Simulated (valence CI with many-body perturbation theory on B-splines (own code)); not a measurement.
**E1 line list for Gd¹⁵⁺**

Method: relativistic CI+MBPT: three valence electrons over a frozen Dirac-Fock core [Kr] 4d10, a basis of 7 s, 7 p, 7 d, 7 f, 4 g, 2 h functions for each j, with the one-electron correlation potential Σ1, the two-electron term Σ2, the three-electron term Σ3, Breit, model QED; selected CI, second order for the rest, scaled by the run's own slope (own B-spline code, finite nucleus).

No measured spectrum was set against this ion. As an estimate, terms of the open shell hold to a few per cent of their energy, and close levels can change places; configurations with another count of f electrons can be misplaced by thousands of cm⁻¹.

Lines 201 to 250 of 510 in falling wavelength, among levels below 742350 cm⁻¹, chosen from the strongest by gf and those to the six lowest levels. Wavelengths and rates use the calculated energies, so an error of 2000 cm⁻¹ moves a line at 27.89 nm by 0.56 % and its rate by three times that or more. Electric multipoles are in the length gauge, E1 and E2 with the static RPA response of the core. Weak lines are less certain than strong ones. Lines between different terms over intervals too small for the method are left out, as are lines whose strength nearly cancels. Where a level lies close to another of its J and parity, the split of strength between their lines is uncertain. The highest levels of a list are the least certain.

Names give the largest LS component (configuration and term), which can be under half, so a name can repeat, a term be missing and a line seem to break the LS rules; names also repeat where a configuration has a term twice. Letters in brackets count levels of one name in rising energy.

```
λ vac (nm)               Upper                Lower   A (s⁻¹)  S (a.u.) with core polarisation  S without
     27.89       4f2 5d 4F_5/2   4f2 5p 2F°_5/2 [c]  6.60e+09                         4.24e-01   5.22e-01
     27.84      4f2 5d 4K_13/2      4f2 5p 4H°_11/2  3.77e+09                         5.62e-01   6.94e-01
     27.80      4f2 5d 4I_15/2      4f2 5p 4I°_15/2  6.57e+09                         1.11e+00   1.38e+00
     27.79   4f2 5d 2F_7/2 [b]   4f2 5p 4G°_7/2 [b]  4.29e+09                         3.63e-01   4.49e-01
     27.77   4f2 5d 2D_5/2 [b]       4f2 5p 2G°_7/2  5.49e+09                         3.48e-01   4.29e-01
     27.76   4f2 5d 2G_7/2 [b]   4f2 5p 2F°_5/2 [c]  6.13e+09                         5.17e-01   6.36e-01
     27.72  4f2 5d 4H_11/2 [c]  4f2 5p 2I°_11/2 [b]  2.68e+09                         3.38e-01   4.17e-01
     27.72   4f2 5d 4D_3/2 [b]   4f2 5p 4D°_3/2 [b]  8.34e+09                         3.51e-01   4.33e-01
     27.71   4f2 5d 2G_9/2 [b]       4f2 5p 2G°_7/2  3.78e+09                         3.97e-01   4.89e-01
     27.70       4f2 5d 2H_9/2   4f2 5p 4H°_7/2 [b]  6.47e+09                         6.79e-01   8.39e-01
     27.70       4f2 5d 2H_9/2   4f2 5p 4H°_9/2 [b]  3.47e+09                         3.65e-01   4.51e-01
     27.66  4f2 5d 4H_11/2 [d]   4f2 5p 4G°_9/2 [b]  4.02e+09                         5.04e-01   6.22e-01
     27.64      4f2 5d 4K_15/2      4f2 5p 4I°_13/2  2.78e+09                         4.64e-01   5.72e-01
     27.64       4f2 5d 4F_9/2       4f2 5p 4F°_7/2  6.42e+09                         6.69e-01   8.26e-01
     27.64   4f2 5d 4F_7/2 [b]       4f2 5p 2G°_7/2  5.66e+09                         4.72e-01   5.81e-01
     27.61   4f2 5d 4G_9/2 [b]   4f2 5p 4G°_9/2 [b]  6.08e+09                         6.31e-01   7.79e-01
     27.59  4f2 5d 4H_11/2 [b]  4f2 5p 4G°_11/2 [b]  2.92e+09                         3.64e-01   4.50e-01
     27.58      4f2 5d 2I_11/2   4f2 5p 2G°_9/2 [b]  2.80e+09                         3.48e-01   4.29e-01
     27.58  4f2 5d 4H_13/2 [c]  4f2 5p 4G°_11/2 [c]  3.23e+10                         4.68e+00   5.77e+00
     27.57   4f2 5d 4F_7/2 [b]   4f2 5p 2F°_5/2 [c]  5.53e+09                         4.58e-01   5.64e-01
     27.57      4f2 5d 2I_11/2  4f2 5p 4G°_11/2 [c]  3.21e+09                         3.98e-01   4.92e-01
     27.56       4f2 5d 2P_3/2   4f2 5p 2F°_5/2 [b]  2.43e+10                         1.01e+00   1.24e+00
     27.53  4f2 5d 4H_11/2 [d]       4f2 5p 4F°_9/2  7.42e+09                         9.17e-01   1.13e+00
     27.53      4f2 5d 4I_13/2      4f2 5p 4H°_11/2  6.49e+09                         9.36e-01   1.16e+00
     27.50       4f2 5d 4P_1/2   4f2 5p 4D°_1/2 [b]  2.50e+10                         5.13e-01   6.33e-01
     27.49   4f2 5d 4G_7/2 [b]   4f2 5p 4F°_5/2 [b]  6.88e+09                         5.65e-01   6.97e-01
     27.47   4f2 5d 2F_5/2 [c]   4f2 5p 2F°_5/2 [c]  5.33e+09                         3.27e-01   4.03e-01
     27.47  4f2 5d 4H_13/2 [a]      4f2 5p 4I°_13/2  8.92e+09                         1.28e+00   1.58e+00
     27.47      4f2 5d 2H_11/2  4f2 5p 2H°_11/2 [a]  1.11e+10                         1.36e+00   1.68e+00
     27.46  4f2 5d 4I_11/2 [b]   4f2 5p 4H°_9/2 [b]  1.18e+10                         1.45e+00   1.79e+00
     27.46   4f2 5d 2G_9/2 [c]       4f2 5p 2G°_7/2  3.36e+09                         3.44e-01   4.22e-01
     27.45       4f2 5d 4D_1/2   4f2 5p 4D°_3/2 [b]  2.88e+10                         5.87e-01   7.25e-01
     27.44   4f2 5d 2G_9/2 [b]   4f2 5p 2G°_9/2 [b]  1.20e+10                         1.23e+00   1.51e+00
     27.42   4f2 5d 2D_5/2 [b]   4f2 5p 2F°_5/2 [b]  8.69e+09                         5.31e-01   6.55e-01
     27.41   4f2 5d 4G_5/2 [c]   4f2 5p 4G°_5/2 [b]  1.70e+10                         1.04e+00   1.28e+00
     27.41  4f2 5d 4H_13/2 [c]  4f2 5p 2I°_13/2 [a]  4.58e+09                         6.52e-01   8.03e-01
     27.40  4f2 5d 4H_11/2 [a]      4f2 5p 4H°_11/2  3.41e+09                         4.16e-01   5.14e-01
     27.38   4f2 5d 4F_3/2 [c]   4f2 5p 4D°_3/2 [b]  1.02e+10                         4.13e-01   5.09e-01
     27.38   4f2 5d 2G_9/2 [a]       4f2 5p 4F°_9/2  1.06e+10                         1.07e+00   1.33e+00
     27.38   4f2 5d 4H_9/2 [a]   4f2 5p 4H°_7/2 [b]  1.46e+10                         1.48e+00   1.82e+00
     27.38   4f2 5d 4H_9/2 [a]   4f2 5p 4H°_9/2 [b]  1.24e+10                         1.25e+00   1.55e+00
     27.35   4f2 5d 4F_7/2 [a]   4f2 5p 4G°_7/2 [b]  1.03e+10                         8.29e-01   1.02e+00
     27.35   4f2 5d 4F_3/2 [b]       4f2 5p 4F°_3/2  8.69e+09                         3.51e-01   4.33e-01
     27.34      4f2 5d 4K_17/2      4f2 5p 4I°_15/2  4.61e+10                         8.36e+00   1.03e+01
     27.34  4f2 5d 4H_11/2 [b]   4f2 5p 4G°_9/2 [a]  1.44e+10                         1.74e+00   2.14e+00
     27.32   4f2 5d 4D_3/2 [b]   4f2 5p 4F°_5/2 [b]  7.97e+09                         3.21e-01   3.96e-01
     27.32   4f2 5d 2G_7/2 [b]   4f2 5p 4G°_7/2 [c]  6.00e+09                         4.83e-01   5.94e-01
     27.31      4f2 5d 2K_13/2  4f2 5p 2I°_11/2 [b]  3.14e+10                         4.42e+00   5.44e+00
     27.29      4f2 5d 2I_11/2       4f2 5p 4F°_9/2  1.86e+10                         2.24e+00   2.75e+00
     27.24      4f2 5d 4I_15/2      4f2 5p 4I°_13/2  3.89e+10                         6.21e+00   7.66e+00
```
